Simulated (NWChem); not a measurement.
A series in which one site is exchanged, each optimised at PBE0/def2-SVP with NWChem, gas phase unless a solvent is named. All stand in one matching conformer (torsions within 35°), which need not be the lowest. For some, no frequency run checked for a minimum. def2 effective core potentials on In; no spin-orbit coupling.

A: [Ga]([F])([F])[N]=C=O (CF2GaNO; site = Ga)
B: [N](=C=O)[Al]([F])[F] (CAlF2NO; site = Al)
C: O=C=NB(F)F (CBF2NO; site = B)
D: [F][In]([F])[N]=C=O (CF$_{2}$InNO; site = In)

Values for A:

- dipole (D), PBE0/def2-SVP: 0.01
- orbital gap (eV), PBE0/def2-SVP: 7.54
- lowest singlet excitation, PBE/def2-SVPD, TDA (eV): 5.13

Task: How do these values change for the other members?

Result: 
```csv
change from A,B,C,D
"dipole (D), PBE0/def2-SVP",+0.20,+0.10,+0.22
"orbital gap (eV), PBE0/def2-SVP",+0.62,+1.08,-1.49
"lowest singlet excitation, PBE/def2-SVPD, TDA (eV)",+0.67,+0.96,-1.32
```
